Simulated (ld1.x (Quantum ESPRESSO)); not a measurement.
# oxygen, RRKJ: configuration errors across variants

```json
{"Element": "oxygen", "Generator": "ld1.x (Quantum ESPRESSO) 7.5", "Type": "norm-conserving RRKJ (Kleinman–Bylander form)", "Functional": "PBE", "Relativity": "scalar-relativistic", "Frozen core": "[He]", "Valence charge": "6", "Reference configuration": "2s2 2p4", "Partial waves": "2s (bound): rc 0.65 bohr; 2p (bound): rc 1.55 bohr", "Local potential": "all-electron potential smoothed inside 0.85 bohr (lloc = -1)", "Core correction": "none", "rho0": "0.001"}
```

All-electron excitation energies from the reference (eV): (1) 2s2 2p2 50.017; (2) 2s2 2p1 103.886; (3) 2s1 2p4 31.659; (4) 2s0 2p6 29.937; (5) 2s2 2p3.5 6.286; (6) 2s1 2p5 14.950.

2 further variants failed, have other tests or too few solved ones, and are left out.

Errors AE − PS in meV (a dash: test not solved or not reliable):

| change | (1) | (2) | (3) | (4) | (5) | (6) | bound ghosts |
| --- | --- | --- | --- | --- | --- | --- | --- |
| base | +258 | +1123 | -68 | +18 | +3.1 | +4.1 | none |
| all radii scaled by about 0.95 (s 0.62, p 1.46 bohr); local potential all-electron potential smoothed inside 0.80 bohr (lloc = -1) | +184 | +829 | -45 | +32 | +1.9 | +7.5 | none |
| all radii scaled by about 1.11 (s 0.72, p 1.72 bohr); local potential all-electron potential smoothed inside 0.94 bohr (lloc = -1) | +409 | +1693 | -110 | -8.1 | – | -2.6 | none |
| all radii scaled by about 1.17 (s 0.76, p 1.82 bohr); local potential all-electron potential smoothed inside 1.00 bohr (lloc = -1) | – | +2074 | -137 | -29 | – | -7.9 | none |
| all radii scaled by about 1.28 (s 0.84, p 1.98 bohr); local potential all-electron potential smoothed inside 1.08 bohr (lloc = -1) | +807 | +3076 | -207 | -96 | +14 | -25 | none |

(1) Give the same row for: all radii scaled by about 1.38 (s 0.90, p 2.14 bohr); local potential all-electron potential smoothed inside 1.18 bohr (lloc = -1).

Results:

(1) +1112, +4065, -273, -179, +22, -46; bound ghosts: none.
